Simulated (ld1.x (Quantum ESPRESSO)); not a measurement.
Which change was made? (I, TM)

- Element: iodine (I)
- Generator: ld1.x (Quantum ESPRESSO) 7.5
- Type: norm-conserving Troullier–Martins (Kleinman–Bylander form)
- Functional: PBE
- Relativity: scalar-relativistic
- Frozen core: [Kr] 4d10
- Valence charge: 7
- Reference configuration: 5s1.5 5p5.5
- Partial waves: 5p (bound): rc 1.85 bohr; 5d channel at 0.3 Ry: rc 1.75 bohr; 5s (bound): rc 1.25 bohr
- Local potential: the s channel
- Core correction: none

Cutoffs, loose and tight: the cutoffs (Ry, on a coarse ladder) from which the occupation-weighted sum of valence levels, in a spherical-Bessel basis at the reference potential, stays within 10 and 1 mRy of its value at 400 Ry. They do not see the model core or the augmentation charge, which bear on the density cutoff. Test errors are all-electron minus pseudo excitation energies from the reference, over the configurations 5s2 5p5; 5s2 5p4; 5s2 5p3; 5s2 5p4.5; 5s2 5p2; 5s2 5p5.3; 5s2 5p1; variants that change the core or the reference have their own tests.

The base gives: outcome: generated; cutoff, loose: 120 Ry; cutoff, tight: 230 Ry; bound ghosts: p, d; largest test error (meV): +148.

(1) After one change the result is: outcome: generated; cutoff, loose: 120 Ry; cutoff, tight: 230 Ry; bound ghosts: p, d; largest test error (meV): +111. Which change was it?
A. local potential all-electron potential smoothed inside 0.95 bohr (lloc = -1)
B. wave 5d channel at 0.3 Ry: rc 1.75 bohr becomes 5d channel at 0.3 Ry: rc 1.20 bohr
C. wave 5p (bound): rc 1.85 bohr becomes 5p (bound): rc 2.66 bohr
D. core [Kr], valence charge 17; reference 4d10 5s1 5p6; waves now 5p (bound): rc 2.00 bohr; 4d (bound): rc 1.50 bohr; 4f channel at -0.05 Ry: rc 2.10 bohr; 5s (bound): rc 1.55 bohr; core correction a·sin(br)/r model core, default radius (core density twice the valence density)

## Answers

(1) C. The others give: wave 5d channel at 0.3 Ry: rc 1.75 bohr becomes 5d channel at 0.3 Ry: rc 1.20 bohr → outcome: generated; cutoff, loose: 120 Ry; cutoff, tight: 230 Ry; bound ghosts: p; largest test error (meV): +148 | local potential all-electron potential smoothed inside 0.95 bohr (lloc = -1) → outcome: generated; cutoff, loose: 120 Ry; cutoff, tight: 230 Ry; bound ghosts: s, p, d; largest test error (meV): -13 | core [Kr], valence charge 17; reference 4d10 5s1 5p6; waves now 5p (bound): rc 2.00 bohr; 4d (bound): rc 1.50 bohr; 4f channel at -0.05 Ry: rc 2.10 bohr; 5s (bound): rc 1.55 bohr; core correction a·sin(br)/r model core, default radius (core density twice the valence density) → outcome: generated; cutoff, loose: 100 Ry; cutoff, tight: 180 Ry; bound ghosts: none; largest test error (meV): -443.
